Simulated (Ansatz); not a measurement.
Input and output for Br$_{2}$F$_{2}$H$_{2}$In$_{2}$ (`[F][In@H-]1[Br+][In@@H-]([F])[Br+]1`).

```yaml
crystal:
  periodic: [false, false, false]
  atoms:
    - {symbol: F, position_ang: [1.349509, 2.493161, -1.039563]}
    - {symbol: In, position_ang: [-0.064907, 1.227272, -1.413573]}
    - {symbol: Br, position_ang: [1.149801, -1.106931, -1.020437]}
    - {symbol: In, position_ang: [-0.103879, -1.329192, 1.315696]}
    - {symbol: F, position_ang: [1.297967, -0.893341, 2.575771]}
    - {symbol: Br, position_ang: [-1.280580, 1.027977, 0.944613]}
    - {symbol: H, position_ang: [-1.145007, 1.194438, -2.713795]}
    - {symbol: H, position_ang: [-1.202904, -2.613384, 1.351307]}
basis:
  gaussian: {orbitals: x2c-TZVPPall}
total_charge: -1
magnetization: {spin_polarized: false, initial_magnetization: 1}
hamiltonian: {xc: {name: BLYP}}
accuracy: high
output: {forces: true}
```

```sh
$ ansatz run in.yaml --threads 4 --pin off --events-out ev --progress --plain --max-ram 10444MiB
```

Output, abridged:

```
Functional definition: BLYP
5194 factors; integrals over basis functions are off by at most 3.2e-8 eV
mean field evaluation 1: about -467393.4201 eV, gradient 4.5e1 eV
mean field evaluation 2: about -467393.4095 eV, gradient 4.5e1 eV
mean field evaluation 4: about -467396.1034 eV, gradient 2.3e1 eV
mean field evaluation 8: about -467397.1490 eV, gradient 8.0e-1 eV
mean field evaluation 16: about -467397.1498 eV, gradient 3.3e-3 eV
mean field evaluation 32: about -467397.1498 eV, gradient 8.3e-8 eV
mean field -467397.14984891 eV, -17176.5284437806 hartree, gradient 8.3e-8 eV, S^2 0.750000; 8 other end points of the search recorded, 0 dependent functions left out
reference -467397.14991296 eV, -17176.5284461344 hartree; 95, 94 occupied and 211, 212 virtual orbitals, 5194 factors
Total energy: -467397.14991296 eV, -17176.5284461344 hartree
Relativity: scalar
Atom 0 at     1.349509     2.493161    -1.039563 Å, force     1.583349     1.596390     0.223585 eV/Å
Atom 1 at    -0.064907     1.227272    -1.413573 Å, force    -0.596247    -0.460462    -0.236335 eV/Å
Atom 2 at     1.149801    -1.106931    -1.020437 Å, force     0.977228    -0.962392    -0.887452 eV/Å
Atom 3 at    -0.103879    -1.329192     1.315696 Å, force    -0.593282    -0.257367    -0.453049 eV/Å
Atom 4 at     1.297967    -0.893341     2.575771 Å, force     1.563773     0.304943     1.602207 eV/Å
Atom 5 at    -1.280580     1.027977     0.944613 Å, force    -1.117442     0.877681     0.806070 eV/Å
Atom 6 at    -1.145007     1.194438    -2.713795 Å, force    -0.899683     0.045407    -1.162472 eV/Å
Atom 7 at    -1.202904    -2.613384     1.351307 Å, force    -0.917697    -1.144199     0.107445 eV/Å
Dipole moment:    -0.547242    -0.330806    -0.317637 e Å
```

It took 2.7 min on 4 threads of an Arm Neoverse N1 on a shared host, with 2.7 GiB of host memory at the peak.
